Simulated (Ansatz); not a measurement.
Relaxation of CH4BFO2SSi (11 atoms, charge 0, multiplicity 1), to a largest force component of 0.02 eV/Å in at most 50 steps.

All numbers below come from RKS B3LYP/cc-pVDZ (Ansatz 0.2.0).

```xyz
11
Properties=species:S:1:pos:R:3:forces:R:3
O -1.017 -2.019 -0.257 -0.27 1.40 -2.02
Si 0.356 -1.047 -0.485 -0.69 -1.51 0.40
B 0.598 0.201 0.926 0.79 0.55 1.91
C 0.341 1.244 -0.249 -1.53 -0.80 0.97
F 1.336 2.069 -0.519 1.10 1.45 -0.62
S -1.222 2.222 0.146 -0.81 -0.88 0.29
O 0.064 0.390 -1.343 0.04 0.28 -0.84
H -0.776 -2.648 0.388 0.20 -1.65 1.48
H 1.540 -1.768 -0.922 0.47 -0.57 -0.68
H 0.919 0.219 2.109 -0.26 0.57 -0.68
H -2.074 1.078 0.228 0.96 1.16 -0.23
```

Task: Where does it end, and by what steps?

Result: It converged. After 24 steps the energy has fallen by 2.134 eV; S6 moved furthest, 1.65 Å. Parted: C4–S6. Joined: B3–S6.

```json
{"step": "0", "energy less start (eV)": "0.0000", "largest force component (eV/Å)": "2.023", "accepted": "yes"}
{"step": "1", "energy less start (eV)": "-0.5030", "largest force component (eV/Å)": "1.290", "accepted": "yes"}
{"step": "2", "energy less start (eV)": "-0.6493", "largest force component (eV/Å)": "0.598", "accepted": "yes"}
{"step": "3", "energy less start (eV)": "-0.7172", "largest force component (eV/Å)": "0.404", "accepted": "yes"}
{"step": "4", "energy less start (eV)": "-0.8152", "largest force component (eV/Å)": "0.887", "accepted": "yes"}
{"step": "5", "energy less start (eV)": "-0.9162", "largest force component (eV/Å)": "0.798", "accepted": "yes"}
{"step": "6", "energy less start (eV)": "-1.0521", "largest force component (eV/Å)": "0.929", "accepted": "yes"}
{"step": "7", "energy less start (eV)": "-1.2585", "largest force component (eV/Å)": "0.978", "accepted": "yes"}
{"step": "8", "energy less start (eV)": "-1.5856", "largest force component (eV/Å)": "0.967", "accepted": "yes"}
{"step": "9", "energy less start (eV)": "-1.8058", "largest force component (eV/Å)": "0.623", "accepted": "yes"}
{"step": "10", "energy less start (eV)": "-1.6082", "largest force component (eV/Å)": "1.985", "accepted": "no"}
{"step": "11", "energy less start (eV)": "-1.8757", "largest force component (eV/Å)": "0.493", "accepted": "yes"}
{"step": "12", "energy less start (eV)": "-1.9215", "largest force component (eV/Å)": "0.430", "accepted": "yes"}
{"step": "13", "energy less start (eV)": "-1.9583", "largest force component (eV/Å)": "0.306", "accepted": "yes"}
{"step": "14", "energy less start (eV)": "-1.9885", "largest force component (eV/Å)": "0.522", "accepted": "yes"}
{"step": "15", "energy less start (eV)": "-2.0081", "largest force component (eV/Å)": "1.237", "accepted": "yes"}
{"step": "16", "energy less start (eV)": "-2.0348", "largest force component (eV/Å)": "1.636", "accepted": "yes"}
{"step": "17", "energy less start (eV)": "-2.0683", "largest force component (eV/Å)": "0.767", "accepted": "yes"}
{"step": "18", "energy less start (eV)": "-2.0554", "largest force component (eV/Å)": "1.208", "accepted": "no"}
{"step": "19", "energy less start (eV)": "-2.1284", "largest force component (eV/Å)": "0.248", "accepted": "yes"}
{"step": "20", "energy less start (eV)": "-2.1286", "largest force component (eV/Å)": "0.272", "accepted": "yes"}
{"step": "21", "energy less start (eV)": "-2.1338", "largest force component (eV/Å)": "0.097", "accepted": "yes"}
{"step": "22", "energy less start (eV)": "-2.1339", "largest force component (eV/Å)": "0.078", "accepted": "yes"}
{"step": "23", "energy less start (eV)": "-2.1336", "largest force component (eV/Å)": "0.128", "accepted": "no"}
{"step": "24", "energy less start (eV)": "-2.1343", "largest force component (eV/Å)": "0.012", "accepted": "yes"}
```

```xyz
11
Properties=species:S:1:pos:R:3
O -1.126 -1.798 -0.522
Si 0.315 -1.136 0.014
B 0.289 0.703 0.896
C 0.701 1.100 -0.613
F 0.894 2.282 -1.146
S -1.274 1.489 1.624
O 0.872 0.119 -1.387
H -1.066 -2.587 -1.079
H 1.399 -2.167 -0.106
H 1.238 0.901 1.628
H -2.176 1.038 0.712
```

The run took 98 s on 2 threads of Intel(R) Xeon(R) Platinum 8488C (Sapphire Rapids), with other jobs on the host, peak memory 0.35 GiB.
